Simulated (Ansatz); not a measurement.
Ansatz (a quantum-chemistry and plane-wave program) input:

Ansatz 0.2 input:
```yaml
crystal:
  periodic: [false, false, false]
  atoms:
    - {symbol: Si, position_ang: [-0.26818235, -0.36006559, 0.37185547]}
    - {symbol: H, position_ang: [-1.02968263, -1.36795845, -0.42623327]}
    - {symbol: F, position_ang: [0.53158173, 0.71209740, -0.53108260]}
basis:
  gaussian:
    orbitals: def2-TZVP
hamiltonian:
  xc: {name: PBE}
magnetization: {spin_polarized: true, initial_magnetization: 2}
relax: {f_tol: 0.003, max_steps: 100}
```

Which total energy does the run end on?

-389.68495 Eh (PBE/def2-TZVP). The basis has 74 functions.

This is an excited triplet: at this geometry the singlet lies 1.43 eV lower at CCSD(T)/CBS(aug-cc-pV(T+d)Z,aug-cc-pV(Q+d)Z).
